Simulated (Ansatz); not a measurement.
Diatomic As2+, multiplicity 4 (an upper state: multiplicity 2 came lower at CCSD(T)/def2-TZVPP on PBE0 minima). No spin–orbit coupling. As is treated without relativity.

Seven points along R, fitted to fifth degree in 1/R; most abundant isotopes. Runs in def2 and cc sets follow the lowest solution found near the PBE0 minimum.

Correlated levels freeze the inner cores; with def2 sets outer-core shells near the valence are correlated too.

Programs: Ansatz (Gaussian basis) for Hartree–Fock, density functionals and correlated methods. 

Question: What bond length and harmonic frequency does wB97X-V/def2-TZVPP give?

Answer: r_e = 2.407 Å, ω_e = 309 cm⁻¹.

Question: What bond length and harmonic frequency does CCSD/def2-TZVPP give?

Answer: r_e = 2.423 Å, ω_e = 295 cm⁻¹.

Question: What bond length and harmonic frequency does CCSD(T)/def2-TZVPP give?

Answer: r_e = 2.441 Å, ω_e = 281 cm⁻¹.

Doubts at one or more of the structures used: other coupled-cluster roots lie near (CCSD/def2-TZVPP, CCSD(T)/def2-TZVPP).

Ansatz is a first-principles code.
